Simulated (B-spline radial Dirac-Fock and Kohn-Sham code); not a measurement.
# The free germanium atom: differential elastic cross section for electrons at 361 eV

The computed values come from a radial B-spline solver: relativistic (Dirac) partial waves in the static field of the Dirac-Fock atom with Furness-McCarthy exchange, without polarisation or absorption potentials.

| θ (°) | dσ/dΩ (Å²/sr) | Sherman function |
| --- | --- | --- |
| 5 | 14.5 | 0.000 |
| 10 | 6.44 | 0.000 |
| 15 | 2.49 | 0.000 |
| 20 | 1.11 | 0.001 |
| 25 | 0.603 | 0.003 |
| 30 | 0.376 | 0.005 |
| 35 | 0.251 | 0.007 |
| 40 | 0.174 | 0.007 |
| 45 | 0.122 | 0.006 |
| 50 | 0.0854 | 0.002 |
| 55 | 0.0588 | -0.006 |
| 60 | 0.0408 | -0.019 |
| 65 | 0.0310 | -0.033 |
| 70 | 0.0286 | -0.038 |
| 75 | 0.0325 | -0.029 |
| 80 | 0.0404 | -0.016 |
| 85 | 0.0495 | -0.005 |
| 90 | 0.0569 | 0.004 |
| 95 | 0.0599 | 0.011 |
| 100 | 0.0570 | 0.017 |
| 105 | 0.0480 | 0.024 |
| 110 | 0.0344 | 0.034 |
| 115 | 0.0191 | 0.051 |
| 120 | 0.00621 | 0.091 |
| 125 | 0.000254 | 0.046 |
| 130 | 0.00551 | -0.117 |
| 135 | 0.0252 | -0.052 |
| 140 | 0.0609 | -0.032 |
| 145 | 0.112 | -0.022 |
| 150 | 0.175 | -0.016 |
| 155 | 0.246 | -0.012 |
| 160 | 0.319 | -0.008 |
| 165 | 0.385 | -0.006 |
| 170 | 0.438 | -0.004 |
| 175 | 0.472 | -0.002 |

The total elastic cross section is 3.07 Å², the first transport cross section 1.07 Å² and the second, weighted with (3/2) sin²θ, 0.817 Å². The mean deflection is ⟨1 − cos θ⟩ = 0.348, and 16 % of the collisions scatter beyond 90°.

On this grid of angles the cross section has minima near 70°, 125°, from interference among the few low partial waves with large phase shifts.

Phase shifts modulo π (rad) for κ = −1 to −5: 0.673, -1.206, -0.028, 1.550, 0.854.
